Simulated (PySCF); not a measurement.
Si(H)2(OH)2 (H4O2Si), SMILES O[SiH2]O.

The structure is a stationary point at r2SCAN-D4/def2-TZVP. One conformer was computed; it need not be the lowest.

Method: PBE/def2-TZVPD in PySCF.

Isolated molecule, no solvent.

- total energy: -442.20304 hartree
- point group: C2
- highest occupied level: -7.45 eV
- lowest empty level: -0.88 eV
- orbital gap: 6.57 eV
- dipole moment: 0.98 D
- quadrupole, principal values (traceless, Buckingham form, about the centre of nuclear charge): -8.27, 1.80, 6.48 D·Å
- mean static polarisability: 37.6 bohr³ (5.57 Å³)
- polarisability, principal values: 36.7, 37.3, 38.8 bohr³
